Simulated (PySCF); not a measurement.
Dipole response of Co³⁺ (cobalt, charge +3)

[Ar] 3d6, high-spin 5D determinant. Computed with PySCF 2.14 in aug-cc-pwCVTZ (10s9p7d4f3g, 127 functions), with the non-relativistic Hamiltonian (point nucleus). Coupled (time-dependent) response in atomic units; α is the mean over directions.

```
method  mean α (bohr³)         α xx, yy, zz  C₆ (like pair)  S(−4)
   M06           1.741  1.820, 1.820, 1.584           4.179  1.022
```

S(−4) is the Cauchy moment in α(ω) = α(0) + S(−4) ω² + …

α(iu) at M06:

```tsv
u (hartree)	α(iu) (bohr³)
0	1.741
0.0500	1.739
0.100	1.731
0.200	1.702
0.300	1.658
0.500	1.543
0.750	1.384
1.00	1.234
1.50	0.9861
2.00	0.7987
3.00	0.5480
5.00	0.2986
```

A single London oscillator, α(iu) = α/(1 + u²/ω²), gives C₆ = (3/4) ω α². Matching the computed C₆ needs ω = 4 × 4.179 / (3 × 1.741²) = 1.84 hartree.

For an ion, C₆ is the dispersion term alone; charge-induced terms of lower order in 1/R come first.

The components differ because the open shell of this determinant is not spherical; for a pure term their mean is the scalar polarisability.
